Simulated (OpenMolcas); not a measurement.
4d⁵ along the 41-electron sequence

| Item | Value |
| --- | --- |
| Program | OpenMolcas 26.06 |
| Method | CASSCF |
| Basis | ANO-RCC-VTZP |
| Scalar Hamiltonian | DKH2, point nucleus |
| Spin-orbit coupling | state interaction with AMFI integrals over the reference wave functions, term energies averaged over their components |

Active space for each ion: 5 electrons in 5 orbitals (4d).

Computed levels in cm-1 above ⁶S_5/2:

```
                               Level    Mo+   Tc2+   Ru3+   Rh4+   Pd5+   Ag6+
                              ⁴G_5/2  20735  24405  27480  30129  32285  34938
                              ⁴G_7/2  20804  24525  27677  30440  32790  35645
                             ⁴G_11/2  20822  24558  27731  30526  32927  35833
                              ⁴G_9/2  20845  24597  27793  30622  33079  36038
                              ⁴P_5/2  23674  27751  31064  33819  35934  38728
                              ⁴P_3/2  23848  28041  31497  34431  36776  39768
                              ⁴P_1/2  24077  28426  32076  35247  37904  41188
                              ⁴D_7/2  25642  30183  34016  37382  40266  43750
                              ⁴D_1/2  25878  30587  34657  38340  41669  45576
weight of ⁶S in the lowest level (%)    100    100     99     99     99     98
```

Mixed levels, with the weight of the term that names them: Tc2+ ⁴P_5/2 (74 %), Ru3+ ⁴P_5/2 (69 %), Ru3+ ⁴P_3/2 (73 %), Rh4+ ⁴P_5/2 (64 %), Rh4+ ⁴P_3/2 (69 %), Pd5+ ⁴P_5/2 (59 %), Pd5+ ⁴P_3/2 (65 %), Ag6+ ⁴P_5/2 (56 %), Ag6+ ⁴P_3/2 (62 %).

Measured, with the error of the calculation in %. Measured levels: Mo+ from NIST Handbook of Basic Atomic Spectroscopic Data; Ag6+ from the list in Gamrath, thesis, University of Mons (2023).

| Level | Mo+ | Ag6+ |
| --- | --- | --- |
| ⁴G_5/2 | 15199 (+36.4) | 29390 (+18.9) |
| ⁴G_7/2 | 15331 (+35.7) | 30378 (+17.3) |
| ⁴G_11/2 | 15447 (+34.8) | 30662 (+16.9) |
| ⁴G_9/2 | 15428 (+35.1) | 30907 (+16.6) |
| ⁴P_3/2 |  | 32994 (+20.5) |
| ⁴P_1/2 |  | 34605 (+19.0) |
| ⁴D_7/2 |  | 36485 (+19.9) |
| ⁴D_1/2 |  | 38685 (+17.8) |

⁴G_5/2 changes by a factor of 1.68 over the same range, with steps per unit of Z of +3670, +3080, +2650, +2160, +2650 cm-1.

Without dynamic correlation excited terms often stand tens of per cent too high (terms of higher spin than the ground term too low), and those without a measured partner can miss by more than the paired ones. Some high roots are left out of the spin-orbit mixing, which shifts the levels that they would mix with (holds for Mo+). Configurations with an s electron lie low at this charge and mix in, so terms can be misplaced (holds for Mo+). Levels of configurations with an s electron are missing; early in the row they begin among the upper levels of the d shell and mix with terms of their name (holds for Tc2+). Computed and measured levels are paired by configuration, term and J; levels that our copy of the source lacks, or whose pairing is in doubt (as where it misses far off the trend of its configuration), stay unpaired and out of the deviations. Only configurations of the active space appear.
